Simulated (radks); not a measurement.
Initial-state core-level shifts of the molybdenum ion Mo+ when its valence configuration changes from [Kr] 4d5. Method: Dirac Kohn-Sham, PBE, spin-unpolarised, spherical densities, finite nucleus; open shells fill j = l - 1/2 first; Fermi nuclear charge, rms radius 4.4091 fm; computed with a radial shooting solver on a logarithmic mesh with Libxc functionals. Shifts are changes of the shell-averaged eigenvalues in eV (positive: less bound); the change of the density at the nucleus, which sets a Mossbauer isomer shift, is in e/bohr^3, on a base of 9.086e+04.

\begin{tabular}{lrrrrr}
valence & 1s & 2s & 3d & 4s & density at nucleus \\ \hline
4d4 5s1 & -3.304 & -3.544 & -3.505 & -3.239 & +16.361 \\
4d4.5 5s0.5 & -1.585 & -1.698 & -1.682 & -1.568 & +7.715 \\
4d3 5s1 5p1 & -8.364 & -8.881 & -8.762 & -8.041 & +21.346 \\
4d4 5p1 & -4.470 & -4.685 & -4.658 & -4.402 & +1.970 \\
4d3 5p2 & -9.482 & -9.984 & -9.875 & -9.143 & +5.017 \\
4d2 5s1 5p2 & -13.793 & -14.660 & -14.407 & -13.005 & +27.405 \\
4d3 5s2 & -7.206 & -7.737 & -7.609 & -6.898 & +36.831 \\
4d1.5 5s1.5 5p2 & -16.097 & -17.166 & -16.820 & -15.007 & +40.265 \\
4d4.5 5p0.5 & -2.170 & -2.269 & -2.260 & -2.154 & +0.866 \\
\end{tabular}
